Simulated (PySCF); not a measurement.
**Correlation energy of Sn⁺ (tin, charge +1)**

Starting occupation: [Kr] 4d10 5s2 6s1, 6s1/2 with m_j = +1/2. All numbers are calculated (PySCF 2.14, X2C-1e with screened-nucleus spin-orbit coupling, Gaussian nucleus, in x2c-SVPall-2c with one added diffuse shell each of s, p type (7s9p4d, 54 functions)). Frozen: [Ar] 3d10; 21 electrons correlated; the 6 highest virtual spinors left out.

MP2 pair energies summed by pair of shells (mhartree):

| pair | energy | share (%) |
| --- | --- | --- |
| 5s1/2-5s1/2 | -21.66 | 25.3 |
| 4d5/2-4p3/2 | -7.22 | 8.4 |
| 5s1/2-6s1/2 | -6.82 | 8.0 |
| 4d3/2-4d5/2 | -6.57 | 7.7 |
| 4p1/2-4p3/2 | -5.37 | 6.3 |
| 4d5/2-4d5/2 | -5.36 | 6.3 |
| 4d3/2-4p3/2 | -4.93 | 5.8 |
| 4d5/2-5s1/2 | -4.79 | 5.6 |
| 4p3/2-4p3/2 | -4.50 | 5.3 |
| 4d5/2-4p1/2 | -3.73 | 4.4 |
| 4d3/2-5s1/2 | -3.31 | 3.9 |
| 4d3/2-4d3/2 | -2.40 | 2.8 |
| 4d3/2-4p1/2 | -2.31 | 2.7 |
| 4d5/2-4s1/2 | -1.09 | 1.3 |
| 4p1/2-4p1/2 | -0.99 | 1.2 |
| 4p3/2-5s1/2 | -0.91 | 1.1 |
| 4d3/2-4s1/2 | -0.71 | 0.8 |
| 4p3/2-4s1/2 | -0.61 | 0.7 |
| 4s1/2-4s1/2 | -0.48 | 0.6 |
| 4d5/2-6s1/2 | -0.41 | 0.5 |
| 4p1/2-5s1/2 | -0.39 | 0.5 |
| 4p1/2-4s1/2 | -0.32 | 0.4 |
| 4d3/2-6s1/2 | -0.28 | 0.3 |
| 4s1/2-5s1/2 | -0.22 | 0.3 |
| 4p3/2-6s1/2 | -0.04 | 0.1 |
| 4p1/2-6s1/2 | -0.02 | 0.0 |
| 4s1/2-6s1/2 | -0.01 | 0.0 |

Total MP2 correlation energy: -85.46 mhartree.

This basis was not built for core-valence correlation, so the inner-shell part is incomplete.
